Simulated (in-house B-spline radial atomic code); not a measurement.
Computed with a B-spline radial atomic code. Model: two electrons, singlet ground state, non-relativistic, full CI in B-splines with partial waves to l = 8 (at full coupling up to 3e-4 hartree above the limit, correlation up to 0.6 % small), density held at that of full coupling by Lieb maximisation.

Along the adiabatic connection the electron repulsion is scaled by a coupling λ while a local potential keeps the density fixed. At λ = 0 the system is the Kohn-Sham one and W equals the exchange energy; the exchange-correlation energy is the area under W between 0 and 1. The kinetic energy rises with λ as the electrons avoid each other, with dT/dλ = −λ dW/dλ.

Command:
```bash
python run_ac.py task.json out
```
Settings (lengths in bohr, energies in hartree):
```
potential              harmonic
strength               0.0325
lmax                   8
```

Run time, properties included: 35 s on 1 thread of Intel(R) Xeon(R) Processor @ 2.30GHz, on a shared host.

**W = mean repulsion less Hartree energy, and W of three functionals.**

Given: confinement harmonic well; well frequency 0.0325 hartree; external potential omega^2 r^2/2.

Computed: LDA exchange minus exact 15.142 millihartree; SCAN exchange minus exact -0.53602 millihartree.

```csv
coupling,W xc (hartree),W xc minus exchange (millihartree),kinetic minus Kohn-Sham (millihartree),LDA (PW92) W minus its exchange (millihartree),PBE W minus its exchange (millihartree),SCAN W minus its exchange (millihartree)
0,-0.10999,0,0,0,0,0
0.02,-0.11208,-2.094,0.02,-6.96,-3.36,-1.81
0.05,-0.1149,-4.908,0.12,-12.75,-7.1,-4.21
0.12,-0.12021,-10.223,0.56,-21.32,-13.42,-8.85
0.25,?,?,?,?,?,?
0.4,?,?,?,?,?,?
0.6,-0.13577,-25.777,5.29,-43.6,-32.31,-24.76
0.8,-0.13838,-28.395,7.1,-47.76,-36.07,-27.92
1,-0.14025,-30.259,8.77,-50.89,-38.93,-30.22
1.4,-0.14277,-32.786,11.76,-55.38,-43.07,-33.31
2,-0.14511,-35.118,15.67,-59.8,-47.19,-36.01
3,-0.14738,-37.392,21.25,-64.35,-51.46,-38.33
4.5,-0.14931,-39.32,28.34,-68.38,-55.26,-39.96
7,-0.15107,-41.079,38.22,-72.18,-58.87,-41.16
```

(1) What belongs in the row 0.25?

(2) What belongs in the row 0.4?

(3) What is the PBE exchange minus exact?

**Energy parts, natural occupations and partial-wave weights.**

Computed: exchange energy -0.10999 hartree; correlation energy -0.021489 hartree; kinetic part over minus potential part 0.28983; Hartree energy 0.21998 hartree; Kohn-Sham kinetic 0.03122 hartree; Lieb Oxford ratio E_xc over LDA exchange 1.3862.

| natural | occupation of the shell (electrons) |
| --- | --- |
| s | 1.6426 |
| p | 0.34288 |
| s | 0.014198 |
| d | ? |
| p | 2.8122e-05 |
| d | 1.942e-05 |

(4) What belongs in the row d?

```tsv
wave	weight
s	0.82842
p	?
d	0.00011785
f	6.7486e-06
g	2.3606e-06
```

(5) What belongs in the row p?

(6) What is the total energy?

(7) What is the kinetic part of the DFT correlation energy?

## Answers

(1) W xc (hartree): -0.12692; W xc minus exchange (millihartree): -16.929; kinetic minus Kohn-Sham (millihartree): 1.77; LDA (PW92) W minus its exchange (millihartree): -30.82; PBE W minus its exchange (millihartree): -21.14; SCAN W minus its exchange (millihartree): -15.15.

(2) W xc (hartree): -0.13175; W xc minus exchange (millihartree): -21.757; kinetic minus Kohn-Sham (millihartree): 3.31; LDA (PW92) W minus its exchange (millihartree): -37.62; PBE W minus its exchange (millihartree): -27; SCAN W minus its exchange (millihartree): -20.18.

(3) 4.2489 millihartree.

(4) occupation of the shell (electrons): 0.00021482.

(5) weight: 0.17145.

(6) 0.1996 hartree.

(7) 0.00877 hartree.

Half-way to full coupling W has made 79 % of its drop, against 50 % for a straight line, and second-order (GL2) theory, half the initial slope, overshoots the correlation energy by about 154 %: correlation is strong. Over couplings 0 to 1 the errors in E_xc come to about -0.7 millihartree for LDA, -1.4 millihartree for PBE, +0.5 millihartree for SCAN. In LDA and PBE and SCAN the errors of exchange and correlation have opposite signs, so the sum is smaller than the larger of the two.
